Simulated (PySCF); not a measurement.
FeO3, SMILES [O]=[Fe](=[O])=[O], multiplicity 1. Geometry: r2SCAN-D4/def2-SVP. The spin state was assumed, not searched.

Level of theory: r2SCAN-D4/def2-SVP in PySCF 2.14.0.

Harmonic wavenumbers (cm⁻¹): 117, 351, 351, 966, 1074, 1074. Rotational constants (GHz): 8.715, 8.715, 4.358; symmetry number 6.

Problem. Work out the zero-point energy and the ideal-gas rigid-rotor harmonic-oscillator thermochemistry at 298.15 K and 1 atm.

Solution. ZPE = ½ Σ hcν = ½ × 3931 cm⁻¹ = 23.51 kJ/mol. H − E(el) = 37.42 kJ/mol. Entropy in J/(mol K): translation 166.65, rotation 87.14, vibration 23.97, total 277.76. G − E(el) = -45.39 kJ/mol. Cp = 58.81 J/(mol K). Modes under 150 cm⁻¹ make the vibrational entropy uncertain.
